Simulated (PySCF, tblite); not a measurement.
Dissociation curve of SiH (cation, charge +1), singlet.

- GFN2-xTB, 300 K electronic temperature (tblite)
- UCCSD(T) = CCSD(T) on UHF/cc-pVDZ, 5 core orbitals frozen in PySCF

Energies relative to the lowest point of each curve near equilibrium, in kJ/mol; the last columns give the difference from UCCSD(T):

```json
[
 {"R / Å": "1.20", "GFN2-xTB": "152.6", "UCCSD(T)": "133.3", "GFN2-xTB − UCCSD(T)": "19.4"},
 {"R / Å": "1.30", "GFN2-xTB": "49.8", "UCCSD(T)": "53.9", "GFN2-xTB − UCCSD(T)": "-4.1"},
 {"R / Å": "1.37", "GFN2-xTB": "17.3", "UCCSD(T)": "22.6", "GFN2-xTB − UCCSD(T)": "-5.4"},
 {"R / Å": "1.44", "GFN2-xTB": "3.0", "UCCSD(T)": "5.9", "GFN2-xTB − UCCSD(T)": "-2.9"},
 {"R / Å": "1.48", "GFN2-xTB": "0.1", "UCCSD(T)": "1.4", "GFN2-xTB − UCCSD(T)": "-1.3"},
 {"R / Å": "1.52", "GFN2-xTB": "0.0", "UCCSD(T)": "0.0", "GFN2-xTB − UCCSD(T)": "0.0"},
 {"R / Å": "1.58", "GFN2-xTB": "3.6", "UCCSD(T)": "2.6", "GFN2-xTB − UCCSD(T)": "1.0"},
 {"R / Å": "1.62", "GFN2-xTB": "7.8", "UCCSD(T)": "6.8", "GFN2-xTB − UCCSD(T)": "1.0"},
 {"R / Å": "1.68", "GFN2-xTB": "16.1", "UCCSD(T)": "16.1", "GFN2-xTB − UCCSD(T)": "0.0"},
 {"R / Å": "1.76", "GFN2-xTB": "29.6", "UCCSD(T)": "32.6", "GFN2-xTB − UCCSD(T)": "-2.9"},
 {"R / Å": "1.88", "GFN2-xTB": "53.2", "UCCSD(T)": "62.5", "GFN2-xTB − UCCSD(T)": "-9.3"},
 {"R / Å": "2.04", "GFN2-xTB": "87.7", "UCCSD(T)": "106.3", "GFN2-xTB − UCCSD(T)": "-18.6"},
 {"R / Å": "2.29", "GFN2-xTB": "143.1", "UCCSD(T)": "172.9", "GFN2-xTB − UCCSD(T)": "-29.8"},
 {"R / Å": "2.48", "GFN2-xTB": "183.7", "UCCSD(T)": "215.6", "GFN2-xTB − UCCSD(T)": "-31.9"},
 {"R / Å": "2.72", "GFN2-xTB": "230.1", "UCCSD(T)": "256.2", "GFN2-xTB − UCCSD(T)": "-26.1"},
 {"R / Å": "3.01", "GFN2-xTB": "276.3", "UCCSD(T)": "284.5", "GFN2-xTB − UCCSD(T)": "-8.2"},
 {"R / Å": "3.31", "GFN2-xTB": "—", "UCCSD(T)": "295.9", "GFN2-xTB − UCCSD(T)": "—"},
 {"R / Å": "3.71", "GFN2-xTB": "—", "UCCSD(T)": "300.5", "GFN2-xTB − UCCSD(T)": "—"},
 {"R / Å": "4.13", "GFN2-xTB": "—", "UCCSD(T)": "301.4", "GFN2-xTB − UCCSD(T)": "—"},
 {"R / Å": "4.60", "GFN2-xTB": "—", "UCCSD(T)": "301.9", "GFN2-xTB − UCCSD(T)": "—"},
 {"R / Å": "5.35", "GFN2-xTB": "—", "UCCSD(T)": "302.1", "GFN2-xTB − UCCSD(T)": "—"},
 {"R / Å": "6.02", "GFN2-xTB": "—", "UCCSD(T)": "302.2", "GFN2-xTB − UCCSD(T)": "—"}
]
```

GFN2-xTB is furthest from UCCSD(T) at 2.48 (-31.9 kJ/mol, below); its mean absolute difference over the points is 10.1 kJ/mol.

Dashes: no converged value, or the column stops at the first point that the program doubted or that broke a chosen test of continuity, which isn't proof of a fault.

The unrestricted determinant behind UCCSD(T) is spin-contaminated at 1.20 to 1.58, 2.04 to 6.02 Å (<S²> up to 1.0, against 0.00 for a pure singlet).
